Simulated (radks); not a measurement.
Species: Si. Configuration: [Ne] 3s2 3p2. Method: non-relativistic Kohn-Sham, Slater X-alpha with alpha = 0.603, spin-polarised, spherical densities, point nucleus; open shells are filled with parallel spins first; computed with a radial shooting solver on a logarithmic mesh with Libxc functionals. Some entries of the table are withheld. Estimate them.

orbital  occ.  eigenvalue (hartree)  <r> (bohr)  <1/r> (bohr^-1)
1s up       1             -64.74825      0.1122            13.50
1s down     1             -64.74305      0.1122            13.50
2s up       1              -4.92200      0.5761            2.544
2s down     1              -4.91514      0.5756            2.544
2p up       3              -3.36437      0.5441            2.438
2p down     3              -3.35573      0.5433            2.439
3s up       1              -0.36330       2.202           0.6203
3s down     1              -0.29393       2.201           0.6246
3p up       2                   (1)         (2)           0.4700
3p down     0                   (3)         (4)           0.4522

Answer. 
(1) 3p up eigenvalue (hartree): -0.12573
(2) 3p up <r> (bohr): 2.901
(3) 3p down eigenvalue (hartree): -0.05876
(4) 3p down <r> (bohr): 3.096
